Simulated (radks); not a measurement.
Question: Au VIII, configuration [Kr] 4d10 4f14 5s1.75 5p6 5d4 6d0.25 (fractional occupations, a model configuration). Method: scalar-relativistic Kohn-Sham, PW91, spin-unpolarised, spherical densities, finite nucleus; Fermi nuclear charge, rms radius 5.4371 fm; computed with a radial shooting solver on a logarithmic mesh with Libxc functionals. Some entries of the table are withheld. Estimate them.

orbital  occ.  eigenvalue (eV)  <r> (bohr)  <1/r> (bohr^-1)
1s          2        -80861.79     0.01687            95.70
2s          2        -14362.20     0.07113            22.45
2p          6        -12436.38         (1)            19.97
3s          2        -3475.982      0.1839            8.322
3p          6        -2917.073      0.1851            7.593
3d         10        -2318.876      0.1677            7.147
4s          2              (2)      0.4070            3.568
4p          6              (3)      0.4333            3.222
4d         10        -438.1707      0.4578            2.889
5s       1.75        -216.8350      0.9069            1.494
4f         14        -193.0885      0.4947            2.474
5p          6        -165.8908       1.022            1.298
5d          4        -105.3397       1.256            1.031
6d       0.25         -50.3151       2.688           0.4879

Answer: 
(1) 2p <r> (bohr): 0.06424
(2) 4s eigenvalue (eV): -842.1584
(3) 4p eigenvalue (eV): -658.7371
